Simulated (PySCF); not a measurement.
H₃MgNS, SMILES [NH2][Mg][SH]. Geometry: B3LYP-D3(BJ)/def2-TZVP. The values are those of a single conformer.

These are B3LYP-D3(BJ)/def2-TZVP (PySCF) values and carry that method's errors.

Harmonic wavenumbers (cm⁻¹): 115, 117, 136, 302, 367, 536, 538, 739, 1560, 2658, 3543, 3619. Rotational constants (GHz): 163.2, 2.393, 2.388; symmetry number 1.

Work out the zero-point energy and the ideal-gas rigid-rotor harmonic-oscillator thermochemistry at 298.15 K and 1 atm.

ZPE = ½ Σ hcν = ½ × 14231 cm⁻¹ = 20.34 kcal/mol. H − E(el) = 24.81 kcal/mol. Entropy in cal/(mol K): translation 38.80, rotation 23.36, vibration 13.11, total 75.26. G − E(el) = 2.37 kcal/mol. Cp = 20.10 cal/(mol K). Modes under 150 cm⁻¹ make the vibrational entropy uncertain.
